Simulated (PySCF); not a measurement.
Compound: C₃H₁₀Si₂.
SMILES: `C(/[SiH3])=C/[SiH2]C`

Torsions of this conformer, `[CH3:1][SiH2:2]/[CH:3]=[CH:4]\[SiH3:5]`: C1–Si2–C3–C4 -85°.

The closed-shell ground state was solved at several levels (PySCF, density fitting, gas phase, non-relativistic). The structure is a single GFN2-xTB conformer in the gas phase; no vibrational or solvent corrections.

| level | basis functions | HOMO (eV) | LUMO (eV) | gap (eV) | dipole (D) |
| --- | --- | --- | --- | --- | --- |
| PBE0/def2-SVPD | 188 | -7.85 | -1.02 | 6.83 | 0.71 |
| CAM-B3LYP/def2-SVPD | 188 | -9.13 | 0.10 | 9.23 | 0.66 |

Task: What might PBE0/pcSseg-1 (149 basis functions) give for the same quantities?

Result: HOMO -7.85 eV, LUMO -0.97 eV, gap 6.88 eV, dipole 0.66 D.

Task: Over all these levels, which gives the widest orbital gap and which the narrowest?

Result: CAM-B3LYP/def2-SVPD (range-separated hybrid) has the widest, 9.23 eV, and PBE0/def2-SVPD (global hybrid, 25 % exact exchange) the narrowest, 6.83 eV. The two share the basis. From the narrowest to the widest the HOMO moves by -1.28 eV and the LUMO by +1.12 eV.

Task: How far do the dipole and the HOMO energy spread over the levels?

Result: The dipole runs from 0.66 to 0.71 D (mean 0.68 D) and the HOMO from -9.13 to -7.85 eV.
